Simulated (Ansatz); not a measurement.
Born–Oppenheimer molecular dynamics of CH7ClGaN (11 atoms, charge 0, multiplicity 1). It starts at the highest image of a converged band, a first-order saddle point between two minima.

Method: RKS PBE0/def2-SVP in Ansatz.

```yaml
ensemble: NVE (velocity Verlet)
time_step: 0.5 fs
steps_asked: 200
starting_velocities_drawn_for: 100 K
seed: 8916
```

First frame:

```xyz
11
Properties=species:S:1:pos:R:3
Ga 0.173 -0.114 0.155
Cl -2.021 -1.089 1.140
C -0.253 0.381 -1.678
N 1.129 0.768 1.425
H -0.669 -1.726 0.792
H 0.359 -1.792 0.432
H 0.652 0.333 -2.302
H -0.651 1.405 -1.721
H -1.005 -0.305 -2.089
H 1.241 0.361 2.347
H 1.045 1.776 1.499
```

Q: How far do the bonds stretch over the last three quarters of this one trajectory? (Pairs bonded in most of those frames.)

A: 
```json
{"bond": "Ga1–Cl2", "mean (Å)": "2.273", "spread (Å)": "0.249", "shortest": "1.93", "longest": "2.61"}
{"bond": "Ga1–C3", "mean (Å)": "1.955", "spread (Å)": "0.017", "shortest": "1.93", "longest": "1.98"}
{"bond": "Ga1–N4", "mean (Å)": "1.806", "spread (Å)": "0.030", "shortest": "1.76", "longest": "1.85"}
{"bond": "C3–H7", "mean (Å)": "1.101", "spread (Å)": "0.013", "shortest": "1.08", "longest": "1.13"}
{"bond": "C3–H8", "mean (Å)": "1.102", "spread (Å)": "0.011", "shortest": "1.08", "longest": "1.12"}
{"bond": "C3–H9", "mean (Å)": "1.100", "spread (Å)": "0.020", "shortest": "1.06", "longest": "1.13"}
{"bond": "N4–H10", "mean (Å)": "1.013", "spread (Å)": "0.002", "shortest": "1.01", "longest": "1.02"}
{"bond": "N4–H11", "mean (Å)": "1.015", "spread (Å)": "0.002", "shortest": "1.01", "longest": "1.02"}
{"bond": "H5–H6", "mean (Å)": "0.793", "spread (Å)": "0.058", "shortest": "0.73", "longest": "1.00"}
```

Mean temperature of the second half: 857 K. The conserved energy stayed within 0.078 meV per atom of its start (net change 0.039 meV per atom), so the integration is sound. The kinetic energy rose, since the run started high on the potential surface and went downhill. It ends in pieces (CH5ClGaN + H2), so much of that is their flight and rotation, not heat. A run of 0.1 ps of so small a system gives no equilibrium averages. The orbitals stay closed-shell, which can raise the energy where a bond breaks towards radicals; this wasn't checked here.

The run took 20 min on 2 threads of Intel(R) Xeon(R) Platinum 8259CL CPU @ 2.50GHz (Skylake/Cascade Lake), with other jobs on the host, peak memory 0.31 GiB.
